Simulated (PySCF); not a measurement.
# Molecular orbitals of GaH

TPSSh at R = 1.683 Å; Ga def2-SVPD, H def2-SVPD; no relativity (PySCF 2.14). State: ¹Σ⁺ (singlet), closed shell. Only the outer orbitals are listed, counted within each symmetry.

```json
{"orbital": "1δ", "occ.": "2", "ε (eV)": "-21.23", "on Ga (%)": "100", "main shells (%)": "100 Ga d"}
{"orbital": "1δ", "occ.": "2", "ε (eV)": "-21.23", "on Ga (%)": "100", "main shells (%)": "100 Ga d"}
{"orbital": "3π", "occ.": "2", "ε (eV)": "-20.97", "on Ga (%)": "100", "main shells (%)": "100 Ga d"}
{"orbital": "3π", "occ.": "2", "ε (eV)": "-20.97", "on Ga (%)": "100", "main shells (%)": "100 Ga d"}
{"orbital": "6σ", "occ.": "2", "ε (eV)": "-20.94", "on Ga (%)": "100", "main shells (%)": "100 Ga d"}
{"orbital": "7σ", "occ.": "2", "ε (eV)": "-10.18", "on Ga (%)": "75", "main shells (%)": "72 Ga s, 25 H s"}
{"orbital": "8σ", "occ.": "2", "ε (eV)": "-5.48", "on Ga (%)": "68", "main shells (%)": "41 Ga p, 33 H s, 25 Ga s"}
{"orbital": "4π", "occ.": "0", "ε (eV)": "-2.06", "on Ga (%)": "99", "main shells (%)": "98 Ga p"}
{"orbital": "4π", "occ.": "0", "ε (eV)": "-2.06", "on Ga (%)": "99", "main shells (%)": "98 Ga p"}
{"orbital": "9σ", "occ.": "0", "ε (eV)": "0.43", "on Ga (%)": "97", "main shells (%)": "94 Ga s"}
```

Question: Which are the highest filled and the lowest empty level, where do they sit, and how wide is the gap?

Answer: Highest filled 8σ at -5.48 eV (in %: 41 Ga p, 33 H s, 25 Ga s); lowest empty 4π at -2.06 eV (in %: 98 Ga p); the gap at TPSSh is 3.42 eV.

- bond order (Mayer): 0.90
- ⟨S²⟩: 0.000
- charge on Ga (Mulliken, basis-dependent): 0.15
- charge on Ga (Löwdin, basis-dependent): 0.31
- dipole moment (positive dipole means Ga(−)H(+)): -0.40 D
